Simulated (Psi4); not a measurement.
O$_{2}$Si, triplet, at a GFN2-xTB geometry (a higher spin typed on purpose: for a closed-shell molecule this is an excited state); PBE/6-311G** (Psi4 1.11).

Psi4 was given this input:
```
memory 2 GB

molecule mol {
0 3
  O    -1.252095    0.438580   -0.246412
  Si   -0.035404   -0.368871    0.270178
  O     1.314051    0.206944   -0.226399
}

set basis 6-311g**
set reference uks
set scf_type pk
set puream true
set d_convergence 1e-8
set dft_radial_points 99
set dft_spherical_points 590

energy('pbe')
print_variables()
```

What the program printed (banner, timings and long lists left out):

```
   => Loading Basis Set <=

    Name: 6-311G**
    Role: ORBITAL
    Keyword: BASIS

         ---------------------------------------------------------
                                   SCF
               by Justin Turney, Rob Parrish, Andy Simmonett
                          and Daniel G. A. Smith
                              UKS Reference
         ---------------------------------------------------------

  ==> Geometry <==

    Molecular point group: cs
    Full point group: Cs

    Geometry (in Angstrom), charge = 0, multiplicity = 3:

       Center              X                  Y                   Z               Mass
    ------------   -----------------  -----------------  -----------------  -----------------
         O            0.499534521876     1.253471545052     0.000000000000    15.994914619570
         SI          -0.457337888288     0.035450803993     0.000000000000    27.976926534650
         O            0.300401508198    -1.315479036965     0.000000000000    15.994914619570

  Running in cs symmetry.

  Rotational constants: A =      1.52764  B =      0.31749  C =      0.26286 [cm^-1]
  Rotational constants: A =  45797.57475  B =   9518.13949  C =   7880.35933 [MHz]
  Nuclear repulsion =   89.671446520315044

  Charge       = 0
  Multiplicity = 3
  Electrons    = 30
  Nalpha       = 16
  Nbeta        = 14

  ==> Algorithm <==

  SCF Algorithm Type is PK.
  DIIS enabled.
  MOM disabled.
  Fractional occupation disabled.
  Guess Type is SAD.
  Energy threshold   = 1.00e-06
  Density threshold  = 1.00e-08
  Integral threshold = 1.00e-12

  ==> Primary Basis <==

  Basis Set: 6-311G**
    Blend: 6-311G**
    Number of shells: 28
    Number of basis functions: 62
    Number of Cartesian functions: 65
    Spherical Harmonics?: true
    Max angular momentum: 2

  ==> DFT Potential <==

   => LibXC <=

    Version 7.1.2
    S. Lehtola, C. Steigemann, M. J. T. Oliveira, and M. A. L. Marques,  SoftwareX 7, 1–5 (2018) (10.1016/j.softx.2017.11.002)

   => Composite Functional: PBE <=

    PBE GGA Exchange-Correlation Functional

    J.P. Perdew et. al., Phys. Rev. Lett., 77(18), 3865-3868, 1996

    Deriv               =              1
    GGA                 =           TRUE
    Meta                =          FALSE

    Exchange Hybrid     =          FALSE
    MP2 Hybrid          =          FALSE

   => Exchange Functionals <=

    1.0000     XC_GGA_X_PBE

   => Correlation Functionals <=

    1.0000     XC_GGA_C_PBE

   => LibXC Density Thresholds  <==

    XC_GGA_C_PBE:  1.00E-12
    XC_GGA_X_PBE:  1.00E-15

   => Molecular Quadrature <=

    Radial Scheme          =       TREUTLER
    Pruning Scheme         =           NONE
    Nuclear Scheme         =       TREUTLER

    Blocking Scheme        =         OCTREE
    BS radius alpha        =              1
    Pruning alpha          =              1
    Radial Points          =             99
    Spherical Points       =            590
    Total Points           =         168921
    Total Blocks           =           1335
    Max Points             =            256
    Max Functions          =             62
    Weights Tolerance      =       1.00E-15

  ==> Integral Setup <==

  Using in-core PK algorithm.
   Calculation information:
      Number of atoms:                   3
      Number of AO shells:              28
      Number of primitives:             57
      Number of atomic orbitals:        65
      Number of basis functions:        62

      Integral cutoff                 1.00e-12
      Number of threads:                 1

  Performing in-core PK
  Using 3816162 doubles for integral storage.
  We computed 74050 shell quartets total.
  Whereas there are 82621 unique shell quartets.

  ==> DiskJK: Disk-Based J/K Matrices <==

    J tasked:                  Yes
    K tasked:                   No
    wK tasked:                  No
    Schwarz Cutoff:          1E-12

  Minimum eigenvalue in the overlap matrix is 2.2725375253E-02.
  Reciprocal condition number of the overlap matrix is 5.9350576310E-03.
    Using symmetric orthogonalization.

  ==> Pre-Iterations <==

  SCF Guess: Superposition of Atomic Densities via on-the-fly atomic UHF (no occupation information).

   -------------------------
    Irrep   Nso     Nmo
   -------------------------
     A'        45      45
     A"        17      17
   -------------------------
    Total      62      62
   -------------------------

  ==> Iterations <==

                        Total Energy        Delta E     RMS |[F,P]|

   @UKS iter SAD:  -439.11974108276183   -4.39120e+02   0.00000e+00
   @UKS iter   1:  -439.33752817982656   -2.17787e-01   1.80399e-02 ADIIS/DIIS
   @UKS iter   2:  -437.78508880990182    1.55244e+00   4.07233e-02 ADIIS/DIIS
   @UKS iter   3:  -439.60073115996045   -1.81564e+00   4.42228e-03 ADIIS/DIIS
   @UKS iter   4:  -439.61146925254866   -1.07381e-02   1.27034e-03 ADIIS/DIIS
   @UKS iter   5:  -439.61304821337518   -1.57896e-03   3.07414e-04 ADIIS/DIIS
   @UKS iter   6:  -439.61315648990961   -1.08277e-04   9.36217e-05 DIIS
   @UKS iter   7:  -439.61308038137128    7.61085e-05   2.83073e-04 ADIIS/DIIS
   @UKS iter   8:  -439.61316691088501   -8.65295e-05   1.35827e-05 DIIS
   @UKS iter   9:  -439.61316712337594   -2.12491e-07   2.11789e-06 DIIS
   @UKS iter  10:  -439.61316712953345   -6.15751e-09   4.79445e-07 DIIS
   @UKS iter  11:  -439.61316712981005   -2.76600e-10   1.05887e-07 DIIS
   @UKS iter  12:  -439.61316712982125   -1.11982e-11   1.70585e-08 DIIS
   @UKS iter  13:  -439.61316712982136   -1.13687e-13   2.02264e-09 DIIS
  Energy and wave function converged.

  ==> Post-Iterations <==

   Electrons on quadrature grid:
      Nalpha   =   15.9999998878 ; deviation = -1.122e-07
      Nbeta    =   13.9999999975 ; deviation = -2.469e-09
      Ntotal   =   29.9999998854 ; deviation = -1.146e-07

   @Spin Contamination Metric:   4.678058847E-03
   @S^2 Expected:                2.000000000E+00
   @S^2 Observed:                2.004678059E+00
   @S   Expected:                1.000000000E+00
   @S   Observed:                1.000000000E+00

    Orbital Energies [Eh]
    ---------------------

    Alpha Occupied:

[...]
      13Ap    -0.250995

    Alpha Virtual:

[...]
      45Ap   140.155288

    Beta Occupied:

[...]
    Beta Virtual:

[...]
    Final Occupation by Irrep:
             Ap   App
    DOCC [    11,    3 ]
    SOCC [     2,    0 ]
    NA   [    13,    3 ]
    NB   [    11,    3 ]

  @UKS Final Energy:  -439.61316712982136

   => Energetics <=

    Nuclear Repulsion Energy =             89.6714465203150439
    One-Electron Energy =                -786.6086518449124014
    Two-Electron Energy =                 295.1164036479199808
    DFT Exchange-Correlation Energy =     -37.7923654531440150
    Empirical Dispersion Energy =           0.0000000000000000
    VV10 Nonlocal Energy =                  0.0000000000000000
    Total Energy =                       -439.6131671298213632

  UHF NO Occupations:
  HONO-2 :   11 Ap 1.9987256
  HONO-1 :   12 Ap 1.0000000
  HONO-0 :   13 Ap 1.0000000
  LUNO+0 :   14 Ap 0.0012744
  LUNO+1 :   15 Ap 0.0004940
  LUNO+2 :   16 Ap 0.0002179
  LUNO+3 :    4App 0.0001323

Computation Completed

Properties will be evaluated at   0.000000,   0.000000,   0.000000 [a0]

Properties computed using the SCF density matrix

 Multipole Moments:

 ------------------------------------------------------------------------------------
     Multipole            Electronic (a.u.)      Nuclear  (a.u.)        Total (a.u.)
 ------------------------------------------------------------------------------------

 L = 1.  Multiply by 2.5417464519 to convert [e a0] to [Debye]
 Dipole X            :         -0.9166888           -0.0061269           -0.9228156
 Dipole Y            :          0.0710572            0.0004749            0.0715322
 Dipole Z            :          0.0000000            0.0000000            0.0000000
 Magnitude           :                                                    0.9255839

 ------------------------------------------------------------------------------------

  Variable Map:
  ----------------------------------------------------------------------------
[...]
  Array Variable Map:
  ----------------------------------------------------------------------------
[...]
[...]
```
